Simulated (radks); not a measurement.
The tellurium ion Te2+ inside a hard spherical wall (all orbitals vanish at R), configuration held at [Kr] 4d10 5s2 5p2 and not refilled when levels cross. All-electron calculation, scalar-relativistic Kohn-Sham, PBE, spin-polarised, spherical densities, finite nucleus; open shells are filled with parallel spins first (spin-orbit coupling, left out, can overturn this in heavy ions); Fermi nuclear charge, rms radius 4.7423 fm. Program: a radial shooting solver on a logarithmic mesh with Libxc functionals. Eigenvalues in eV for spin up, with the zero of energy where the potential of the charges vanishes at infinity; a dash marks a level that is unbound or too diffuse for the functional's potential to be trusted. A positive occupied level is held by the wall or, in an anion where self-interaction has pushed it up, behind a barrier. The pressure on the wall is -dE/dV.

R (bohr) = free: E (hartree) -6793.28991; kinetic (hartree) 7117.313; e(4p) -133.81; e(4d) -61.034; e(5s) -33.432; e(5p) -23.057; e(5d, empty) -10.812; e(6s, empty) -10.711; pressure (GPa) 0
R (bohr) = 15: E (hartree) -6793.28991; kinetic (hartree) 7117.313; e(4p) -133.81; e(4d) -61.034; e(5s) -33.432; e(5p) -23.057; e(5d, empty) -10.812; e(6s, empty) -10.711; pressure (GPa) < 0.0001
R (bohr) = 12: E (hartree) -6793.28991; kinetic (hartree) 7117.313; e(4p) -133.81; e(4d) -61.034; e(5s) -33.432; e(5p) -23.057; e(5d, empty) -10.812; e(6s, empty) -10.709; pressure (GPa) < 0.0001
R (bohr) = 10: E (hartree) -6793.28991; kinetic (hartree) 7117.313; e(4p) -133.81; e(4d) -61.034; e(5s) -33.432; e(5p) -23.057; e(5d, empty) -10.807; e(6s, empty) -10.683; pressure (GPa) < 0.0001
R (bohr) = 5: E (hartree) -6793.26576; kinetic (hartree) 7117.527; e(4p) -133.21; e(4d) -60.457; e(5s) -32.994; e(5p) -22.454; e(5d, empty) -8.364; e(6s, empty) -3.446; pressure (GPa) 4.46
R (bohr) = 4: E (hartree) -6793.12120; kinetic (hartree) 7118.448; e(4p) -131.32; e(4d) -58.639; e(5s) -31.342; e(5p) -20.068; e(5d, empty) -3.025; e(6s, empty) 10.332; pressure (GPa) 47.4
R (bohr) = 3.5: E (hartree) -6792.84842; kinetic (hartree) 7119.878; e(4p) -129.03; e(4d) -56.457; e(5s) -28.836; e(5p) -16.530; e(5d, empty) 3.466; e(6s, empty) 26.127; pressure (GPa) 163
R (bohr) = 2.5: E (hartree) -6789.98078; kinetic (hartree) 7132.094; e(4p) -116.50; e(4d) -44.417; e(5s) -7.878; e(5p) 10.528; e(5d, empty) 43.518; e(6s, empty) 116.77; pressure (GPa) 2680
R (bohr) = 1.5: E (hartree) -6751.50946; kinetic (hartree) 7267.859; e(4p) -42.847; e(4d) 36.575; e(5s) 195.74; e(5p) 236.41; e(5d, empty) 296.00; e(6s, empty) 639.49; pressure (GPa) 132000
